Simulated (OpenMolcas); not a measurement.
# Ga+: effect of the basis set

| Property | Result |
| --- | --- |
| Program | OpenMolcas 26.06 |
| Method | CASSCF |
| Active space | 2 electrons in 8 orbitals (4s 4p 5s 5p) |
| State averaging | 2S+1 = 3 even, 3 roots; 2S+1 = 1 even, 7 roots; 2S+1 = 3 odd, 3 roots; 2S+1 = 1 odd, 3 roots |
| Spin-orbit coupling | state interaction with AMFI integrals over the reference wave functions, term energies averaged over their components |

A. ANO-RCC-VTZP [6s5p3d1f], DKH2, point nucleus; cost of the order of 10 core-seconds
B. ANO-RCC-VQZP [7s6p4d2f1g], DKH2, point nucleus; cost about 18 core-seconds
C. ANO-RCC [10s9p7d5f2g], DKH2, point nucleus; cost of the order of 40 core-seconds

Energies in cm⁻¹ above 4s² ¹S₀, the measured ground level; measured values from NIST Handbook of Basic Atomic Spectroscopic Data.

```csv
Level,A,B,C,Measured
4s² ¹S₀,0.0,0.0,0.0,0.0
4s 4p ³P°₀,44597,44231,44168,47368
4s 4p ³P°₁,44969,44617,44548,47814
4s 4p ³P°₂,45730,45405,45327,48750
4s 4p ¹P°₁,75477,75207,75124,70701
```

Deviations, from unrounded energies. A percentage is the sum of absolute deviations over the sum of measured energies, with the sign that they share, or ± where signs differ.

```tsv
Against measurement	Levels	A	B	C
mean absolute deviation (cm-1)	4	3400	3500	3600
other configurations (%)	4	±6.2	±6.6	±6.7
```

A lies closest to measurement on these levels and C furthest from it. The largest miss of A in the table is 4s 4p ¹P°₁, by +4800 cm-1. The ranking rests on the paired levels alone, and a cruder setting can come out closer through cancelling errors.

Among A to C the level of the table that moves most is 4s 4p ³P°₀, by 430 cm-1 (lowest in C, highest in A).

Without dynamic correlation excited terms often stand tens of per cent too high (terms of higher spin than the ground term too low), and those without a measured partner can miss by more than the paired ones. The run also gave levels led by 4s 5s, which use shells meant for correlation; these and all levels above them are left out. Computed and measured levels are paired by configuration, term and J; levels that our copy of the source lacks, or whose pairing is in doubt (as where it misses far off the trend of its configuration), stay unpaired and out of the deviations. Only configurations of the active space appear. The table leaves out levels that lie high or whose names do not pair safely across all columns.

° marks odd parity.
